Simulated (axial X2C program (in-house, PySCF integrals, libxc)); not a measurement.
Photoelectron levels of HgI⁻ by EOM-IP-CCSD

Calculated with an in-house all-electron X2C program for linear molecules (integrals from PySCF): two-component X2C with atomic mean-field Coulomb and Gaunt terms, Gaussian nuclei, basis Hg dyall-acv3z, I dyall-acv3z with contracted cores.

R = 3.274 Å (near the PBE0 minimum at charge -1 of the determinant lowest at the starting distance; the state shown can have its own minimum elsewhere).

Vertical detachment energies of HgI⁻ to the states of HgI:

```json
{"Ω of HgI": "1/2", "vertical detachment energy (eV)": "3.187", "above lowest (cm⁻¹)": "0", "ionised spinor": "56% I pσ, 14% Hg sσ, 13% I pπ", "one-hole weight": "0.95"}
{"Ω of HgI": "3/2", "vertical detachment energy (eV)": "3.542", "above lowest (cm⁻¹)": "2869", "ionised spinor": "96% I pπ", "one-hole weight": "0.94"}
{"Ω of HgI": "1/2", "vertical detachment energy (eV)": "4.294", "above lowest (cm⁻¹)": "8931", "ionised spinor": "82% I pπ, 7% I pσ", "one-hole weight": "0.94"}
{"Ω of HgI": "1/2", "vertical detachment energy (eV)": "6.051", "above lowest (cm⁻¹)": "23098", "ionised spinor": "66% Hg sσ, 28% I pσ", "one-hole weight": "0.94"}
{"Ω of HgI": "1/2", "vertical detachment energy (eV)": "10.098", "above lowest (cm⁻¹)": "55744", "ionised spinor": "58% Hg dσ, 40% Hg dπ", "one-hole weight": "0.88"}
{"Ω of HgI": "3/2", "vertical detachment energy (eV)": "10.131", "above lowest (cm⁻¹)": "56012", "ionised spinor": "82% Hg dπ, 17% Hg dδ", "one-hole weight": "0.89"}
```

Question: What is the splitting of the first π pair in the table, and is it regular or inverted?

Answer: E(3/2) − E(1/2) = 2869 − 8931 = -6062 cm⁻¹ at EOM-IP-CCSD: inverted, Ω = 3/2 lower. Splittings at this level can be off by ten to twenty per cent.

This point took 16 s on 1 thread of Arm Neoverse V2, with other jobs on the host.

Reference electrons by ω block (each with its −ω partner): 1/2: 39, 3/2: 20, 5/2: 7, 7/2: 1. 20 electrons of HgI⁻ correlated (inner shells frozen), 82 natural virtual spinors (a truncated set); levels can be off by some tenths of an eV. Roots sought by Ω: (1/2: 4, 3/2: 3, 5/2: 1); the list ends where they run out and leaves out roots under 60 % one-particle weight. The solver can skip a root, and states that need a further excitation, which the method places far too high, are missing though they may lie low or lowest. T1 of the reference 0.013 (Lee–Taylor). Number of frozen shells: Hg 5 s, 4 p, 2 d, 1 f; I 4 s, 3 p, 2 d.
